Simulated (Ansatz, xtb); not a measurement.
# Relative energy of two structures of F2GeH3OSi+

We compare a, a singlet given by its coordinates, with b, `F[SiH](F)[OH+][GeH]`, a singlet. Both are isolated ions in the gas phase, relaxed with B3LYP-D3(BJ)/def2-SVP; the shapes shown needn't be the lowest conformers.

a (Å):

```xyz
8

F    -1.9562   -1.6751   -0.0587
F    -2.0580    0.0201    2.2394
Ge   -0.6433   -0.8115    1.6977
O    -0.7263    0.3760   -0.1796
Si   -1.8975   -0.4202   -1.1542
H    -3.1767    0.3010   -1.1790
H    -1.3161   -0.9017   -2.4140
H    -0.4428    1.3002   -0.2866
```

Close contacts (Å): F1–Si5 1.67, F2–Ge3 1.73, Ge3–O4 2.22, O4–Si5 1.72, O4–H8 0.97, Si5–H6 1.47, Si5–H7 1.47.

b (Å):

```xyz
8

F    -1.0652   -2.1884   -0.8864
F    -1.6601    0.0548    0.3605
Ge    0.2799   -0.6528    2.8546
O     0.5772   -1.0446    0.8500
Si   -0.5523   -0.7490   -0.4547
H     0.1067   -0.0057   -1.5225
H     1.4046   -1.5144    0.6333
H     1.7085   -1.3355    3.0730
```

Q: Which of the two would you expect CCSD(T)/def2-SVP + ΔMP2/def2-TZVPP electronic energies to favour?

A: Not settled: CCSD(T)/def2-SVP + ΔMP2/def2-TZVPP gives E(b) − E(a) = −25.1 kJ/mol, but this leans on the basis-set step: CCSD(T) alone gives −3.6 kJ/mol.

The same difference at several levels:

```tsv
level	geometry	E(b) − E(a) (kJ/mol)	departure from the last row (kJ/mol)	job, with rough time for the two
B3LYP-D3(BJ)/def2-SVP	B3LYP-D3(BJ)/def2-SVP	+10.4	+35.5	optimisation, 39 s
HF/def2-SVP	B3LYP-D3(BJ)/def2-SVP	−14.7	+10.4	part of the CCSD(T) run
MP2/def2-SVP	B3LYP-D3(BJ)/def2-SVP	−0.6	+24.5	part of the CCSD(T) run
CCSD(T)/def2-SVP	B3LYP-D3(BJ)/def2-SVP	−3.6	+21.6	single point
CCSD(T)/def2-SVP + ΔMP2/def2-TZVPP	B3LYP-D3(BJ)/def2-SVP	−25.1		single point, 21 s
```

B3LYP-D3(BJ)/def2-SVP puts the two in the other order. MP2/def2-SVP finds them nearly level. The largest departure from CCSD(T)/def2-SVP + ΔMP2/def2-TZVPP is that of B3LYP-D3(BJ)/def2-SVP, 35.5 kJ/mol. Levels run at GFN2-xTB geometries aren't shown. The last row adds to CCSD(T) the change of the MP2 difference between the two basis sets, here −21.6 kJ/mol, a large step that makes the value less sure.

With harmonic frequencies from B3LYP-D3(BJ)/def2-SVP (ideal gas, rigid rotor, one conformer each, 298.15 K, 1 atm): on the last row, ΔE + ΔZPE = −25.4 kJ/mol. A mode under 50 cm⁻¹ makes harmonic enthalpies and free energies unreliable, so none is given.

The correlated steps freeze 17 core orbitals; the filled d shell of Ge is correlated, in a basis made for valence electrons. Run with Ansatz 0.2.0; the last row on 2 threads of Intel(R) Xeon(R) 6975P-C (Granite Rapids) on a shared host.
